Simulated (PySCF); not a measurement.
C₅H₉Cl. Atoms are numbered in the order given.

```xyz
15

C      1.4625     0.2699    -1.0348
C      0.4118    -0.5252    -0.3010
C     -0.0009     0.0362     1.0296
Cl    -0.8491     1.6128     0.8640
C     -0.6436    -1.2382    -1.0952
C      0.4283    -2.0288    -0.4047
H      1.7062    -0.1935    -2.0018
H      1.1039     1.2931    -1.2250
H      2.3923     0.3370    -0.4466
H     -0.6941    -0.6371     1.5516
H      0.8692     0.2167     1.6774
H     -1.6576    -1.2698    -0.6868
H     -0.6034    -1.1492    -2.1840
H      0.1527    -2.6161     0.4761
H      1.2167    -2.4814    -1.0124
```
Charge 0, spin multiplicity 1.

Geometry: PBE0-D3(BJ)/def2-SVP. The values are those of a single conformer.

These are TDDFT-PBE/def2-SVPD run with PySCF values and carry that method's errors.

Vertical excitations. Gas-phase values at a fixed geometry.

```tsv
state	energy (eV)	λ (nm)	f	main pairs
S1	6.60	188	0.044	HOMO→LUMO 88 %
S2	6.74	184	0.006	HOMO−1→LUMO 83 %
S3	6.83	182	0.009	HOMO−2→LUMO 79 %
S4	6.96	178	0.028	HOMO→LUMO+1 77 %
S5	7.01	177	0.023	HOMO−1→LUMO+1 80 %
S6	7.11	174	0.015	HOMO−2→LUMO+1 75 %, HOMO−3→LUMO 18 %
S7	7.16	173	0.019	HOMO−3→LUMO 70 %, HOMO−2→LUMO+1 19 %
S8	7.50	165	0.011	HOMO−3→LUMO+1 98 %
S9	7.55	164	0.013	HOMO→LUMO+2 98 %
S10	7.60	163	0.002	HOMO−1→LUMO+2 99 %
T1	6.24	199	0	HOMO−1→LUMO 91 %
T2	6.26	198	0	HOMO→LUMO 67 %, HOMO−2→LUMO 25 %
T3	6.46	192	0	HOMO−2→LUMO 70 %, HOMO→LUMO 28 %
T4	6.81	182	0	HOMO→LUMO+1 97 %
```
Triplets are in the Tamm–Dancoff approximation, which puts them higher than full response would, so one can lie above its singlet here.
